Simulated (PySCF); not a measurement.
A species of formula C2H12BNSi2 has this rotational fingerprint, computed with PBE0-D3(BJ)/def2-SVP geometry optimisation, gas phase in PySCF 2.14.0:

| Quantity | Value |
| --- | --- |
| Rotational constants | A = 2194, B = 2112, C = 1119 MHz |
| Dipole components | \|μa\| = 0.36 D, \|μb\| = 0.00 D, \|μc\| = 0.00 D |
| Inertial defect | -18.15 u·Å² |
| κ | 0.85 |

Question: Which structure is it? (One computed conformer of each.)
A. `CB(C)N([SiH3])[SiH3]`
B. `[CH3:1][B:2]([CH3:3])[NH:4][SiH2:5][SiH3:6]` with B2–N4–Si5–Si6 68°

Answer: A. It is CB(C)N([SiH3])[SiH3], an asymmetric top, point group C2. The candidates at the same level (rigid rotor, commonest isotopes):

```tsv
SMILES	A (MHz)	B (MHz)	C (MHz)	μa (D)	μb (D)	μc (D)	Δ (u·Å²)	point group	rotor
CB(C)N[SiH2][SiH3]	3525	1083	976.3	0.36	0.67	0.34	-92.33	C1	near-prolate asymmetric top
CB(C)N([SiH3])[SiH3]	2194	2112	1119	0.36	0.00	0.00	-18.15	C2	asymmetric top
```

`CB(C)N[SiH2][SiH3]` has A 61 % too high. In the right answer the symmetry axis of this C2 structure is a, so μb and μc vanish by symmetry. No structure here is proved a minimum.
